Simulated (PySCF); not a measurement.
Ligands exchanged one at a time, Sn OCH3-H. Gas-phase values, no solvent. One relaxed conformer stands for each flexible species; it need not be the lowest. Strings in code marks are SMILES.

The four lowest singlet excitations (Tamm–Dancoff). All values below come from PySCF with M06-2X/def2-TZVP // B3LYP-D3(BJ)/def2-SVP. Excitations are Tamm–Dancoff values on a coarser integration grid. The basis has no diffuse functions, so Rydberg states are missing or too high.

| state | energy (eV) | wavelength (nm) | oscillator strength |
|---|---|---|---|
| S1 | 6.22 | 199 | 0.008 |
| S2 | 6.26 | 198 | 0.021 |
| S3 | 6.74 | 184 | 0.008 |
| S4 | 6.90 | 180 | 0.060 |

Question: Which member gives these states?
(A) `C[O][Sn]([O]C)([O]C)[O]C`
(B) `C[O][SnH]([O]C)[O]C`
(C) `C[O][SnH3]`
(D) `C[O][SnH2][O]C` (C–O–Sn–O torsion 60°, O–Sn–O–C torsion 60°)

Answer: D, `C[O][SnH2][O]C` (C–O–Sn–O torsion 60°, O–Sn–O–C torsion 60°)
